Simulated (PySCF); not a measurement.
silacyclobutane (C3H8Si), SMILES C1C[SiH2]C1. Atoms are numbered in the order given.

```xyz
12

C      1.3351     0.1831     0.0000
C      0.3986    -0.1530    -1.2047
Si    -1.0615     0.0565     0.0000
C      0.3986    -0.1530     1.2047
H      2.2971    -0.3568     0.0000
H      1.5711     1.2600     0.0000
H      0.5078    -1.2057    -1.5137
H      0.5057     0.4810    -2.0965
H     -1.6499     1.4296     0.0000
H     -2.1781    -0.9372     0.0000
H      0.5078    -1.2057     1.5137
H      0.5057     0.4810     2.0965
```

Geometry: B3LYP-D3(BJ)/def2-SVP.

Computed with PBE/pcSseg-1 (PySCF).

GIAO shieldings, no solvent; atoms listed in one row are averaged. δ = σ(ref) − σ: ¹³C against TMS (σ = 182.0 ppm); ²⁹Si against TMS (σ = 335.4 ppm); ¹H against TMS (σ = 31.49 ppm), references at their B3LYP-D3(BJ)/def2-TZVP geometries, non-relativistic.

```json
[
 {"nucleus": "¹³C", "atoms": "C1", "count": "1", "δ (ppm)": "30.5"},
 {"nucleus": "¹³C", "atoms": "C2, C4", "count": "2", "δ (ppm)": "15.0"},
 {"nucleus": "²⁹Si", "atoms": "Si3", "count": "1", "δ (ppm)": "-24.3"},
 {"nucleus": "¹H", "atoms": "H10", "count": "1", "δ (ppm)": "5.38"},
 {"nucleus": "¹H", "atoms": "H9", "count": "1", "δ (ppm)": "5.24"},
 {"nucleus": "¹H", "atoms": "H5", "count": "1", "δ (ppm)": "2.81"},
 {"nucleus": "¹H", "atoms": "H6", "count": "1", "δ (ppm)": "2.71"},
 {"nucleus": "¹H", "atoms": "H11, H7", "count": "2", "δ (ppm)": "1.80"},
 {"nucleus": "¹H", "atoms": "H12, H8", "count": "2", "δ (ppm)": "1.42"}
]
```
